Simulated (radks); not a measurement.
Pb2+, 80 electrons, occupied as [Xe] 4f14 5d10 6s1 6p1 (not the ground configuration).

All-electron calculation, Dirac Kohn-Sham, BLYP, spin-unpolarised, spherical densities, finite nucleus; open shells are shared between the two j in proportion to 2j + 1; Fermi nuclear charge, rms radius 5.5012 fm. Program: a radial shooting solver on a logarithmic mesh with Libxc functionals.

Energy parts (hartree):
part                       energy
total                 -20922.6061
kinetic                24329.5312
electron-nucleus      -52878.6698
Hartree                 8017.2266
exchange-correlation    -390.6940

Orbitals (lengths in bohr, moments of r in powers of bohr; <r^-3> diverges for s and p1/2):
orbital,occ.,eigenvalue (hartree),<r^4>,<1/r>,<r^-3>
1s1/2,2,-3231.884,3.540e-07,101.2,-
2s1/2,2,-578.1656,0.00005072,25.04,-
2p1/2,2,-555.5365,0.00002986,25.01,-
2p3/2,4,-475.0598,0.00004819,19.97,23390
3s1/2,2,-139.2815,0.001831,9.184,-
3p1/2,2,-129.0063,0.001585,9.100,-
3p3/2,4,-111.0520,0.002253,7.780,5523
3d3/2,4,-94.05644,0.001477,7.681,969.5
3d5/2,6,-90.23490,0.001640,7.387,791.4
4s1/2,2,-32.04392,0.04013,3.901,-
4p1/2,2,-27.58595,0.04230,3.793,-
4p3/2,4,-23.18966,0.05923,3.336,1358
4d3/2,4,-15.90238,0.06838,3.139,216.3
4d5/2,6,-15.08184,0.07558,3.036,172.4
4f5/2,6,-5.64755,0.1160,2.696,37.88
4f7/2,8,-5.46261,0.1227,2.656,35.89
5s1/2,2,-5.95562,0.9619,1.621,-
5p1/2,2,-4.43154,1.304,1.498,-
5p3/2,4,-3.60742,1.926,1.330,250.6
5d3/2,4,-1.50081,5.746,1.041,26.27
5d5/2,6,-1.40392,6.656,1.002,20.34
6s1/2,1,-1.04853,40.88,0.5938,-
6p1/2,0.333333,-0.72920,82.87,0.4958,-
6p3/2,0.666667,-0.64332,121.2,0.4446,25.97

The highest occupied level is 6p3/2 at -17.506 eV. The electron density at the nucleus is 2.737e+06 e/bohr^3. The density falls to 0.001 e/bohr^3 at r = 3.96 bohr.
